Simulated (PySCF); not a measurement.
**A ladder of Hamiltonians for Pd(40+) (palladium, charge +40)**

Occupied: 1s1/2, 2s1/2, 2p1/2. Hartree-Fock calculated with PySCF 2.14 in an even-tempered Gaussian basis (16 s from 6.2 bohr⁻², ratio 2.7; 12 p from 7.4 bohr⁻², ratio 2.7), Gaussian nucleus throughout. NR is non-relativistic, sf-X2C the spin-free one-electron X2C Hamiltonian, X2C adds the bare one-electron spin-orbit term, X2C-SNSO screens it by Boettger's factors, DC is four-component Dirac-Coulomb, and the Gaunt and Breit terms are added at first order (total energies over the DC spinors, levels after relaxing the spinors in that mean field). QED terms are absent. Levels marked empty are virtual spinors of this ion.

```json
{"Hamiltonian": "X2C", "E (hartree)": "-3120.6416", "E − E(DC) (hartree)": "0.4551", "CPU seconds": "0.18"}
{"Hamiltonian": "X2C-SNSO", "E (hartree)": "-3120.2061", "E − E(DC) (hartree)": "0.8906", "CPU seconds": "0.2"}
{"Hamiltonian": "DC", "E (hartree)": "-3121.0967", "E − E(DC) (hartree)": "0.0000", "CPU seconds": "17"}
{"Hamiltonian": "DC+Gaunt", "E (hartree)": "-3118.8517", "E − E(DC) (hartree)": "2.2450", "CPU seconds": "28"}
{"Hamiltonian": "DC+Breit", "E (hartree)": "-3118.9681", "E − E(DC) (hartree)": "2.1286", "CPU seconds": "85"}
```

```json
{"level (eV)": "1s1/2", "X2C": "-27730.1", "X2C-SNSO": "-27730.8", "DC": "-27745.2", "DC+Gaunt": "-27700.0", "DC+Breit": "-27701.4"}
{"level (eV)": "2s1/2", "X2C": "-6391.1", "X2C-SNSO": "-6391.3", "DC": "-6393.0", "DC+Gaunt": "-6388.7", "DC+Breit": "-6389.1"}
{"level (eV)": "2p1/2", "X2C": "-6262.8", "X2C-SNSO": "-6257.0", "DC": "-6258.3", "DC+Gaunt": "-6249.3", "DC+Breit": "-6250.4"}
{"level (eV)": "2p3/2 (empty)", "X2C": "-5877.9", "X2C-SNSO": "-5880.5", "DC": "-5880.7", "DC+Gaunt": "-5876.2", "DC+Breit": "-5877.3"}
{"level (eV)": "3s1/2 (empty)", "X2C": "-2634.8", "X2C-SNSO": "-2634.9", "DC": "-2635.3", "DC+Gaunt": "-2634.1", "DC+Breit": "-2634.3"}
```

Weight of the small component: 1s1/2 0.0285, 2s1/2 0.00654, 2p1/2 0.00650, 2p3/2 0.00620, 3s1/2 0.00266.

Koopmans' value for the highest occupied level at DC+Breit: 6250.4 eV, against an ionisation energy of 6242 ± 7 eV (semi-empirical (NIST evaluation); NIST Atomic Spectra Database, ionization energies); the former lacks relaxation, correlation, QED and recoil.

The whole ladder took 130 s of wall time on 1 thread of Intel(R) Xeon(R) Platinum 8259CL CPU @ 2.50GHz (shared host), launched as `OMP_NUM_THREADS=1 python relrun2.py TASK.json OUT` (a driver that calls PySCF for each Hamiltonian).

Dirac-Coulomb iterations, started from the X2C spinors:

```
with_ssss True, with_gaunt False, with_breit False
light speed = 137.03599967994
init E= -3111.57184732672
cycle= 1 E= -3121.09664749996  delta_E= -9.52  |g|= 0.755  |ddm|= 0.0588
cycle= 2 E= -3121.09672303044  delta_E= -7.55e-05  |g|= 0.00269  |ddm|= 0.00111
cycle= 3 E= -3121.09672303609  delta_E= -5.65e-09  |g|= 3.09e-05  |ddm|= 1.99e-05
```
